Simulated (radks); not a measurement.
Coulomb parameter of the 4f shell of the ytterbium ion Yb3+ in the model configuration [Xe] 4f12 5d1, as a second difference U = [E(n + 0.25) + E(n - 0.25) - 2 E(n)] / (0.25)^2 with all orbitals relaxed. "Bare": the charge of the atom changes with n. "Screened": the 5d shell takes up the change at fixed total charge, which measures U(4f,4f) + U(5d,5d) - 2 U(4f,5d). Calculated with a radial shooting solver on a logarithmic mesh with Libxc functionals: Dirac Kohn-Sham, BLYP, spin-unpolarised, spherical densities, point nucleus; open shells are shared between the two j in proportion to 2j + 1.

[
 {"case": "start", "configuration": "[Xe] 4f12 5d1", "E - E(n) (eV)": "0.000"},
 {"case": "bare +0.25", "configuration": "[Xe] 4f12.25 5d1", "E - E(n) (eV)": "-10.194"},
 {"case": "bare -0.25", "configuration": "[Xe] 4f11.75 5d1", "E - E(n) (eV)": "11.493"},
 {"case": "screened +0.25", "configuration": "[Xe] 4f12.25 5d0.75", "E - E(n) (eV)": "-3.894"},
 {"case": "screened -0.25", "configuration": "[Xe] 4f11.75 5d1.25", "E - E(n) (eV)": "4.273"}
]

U(bare) = 20.778 eV, U(screened by 5d) = 6.063 eV.
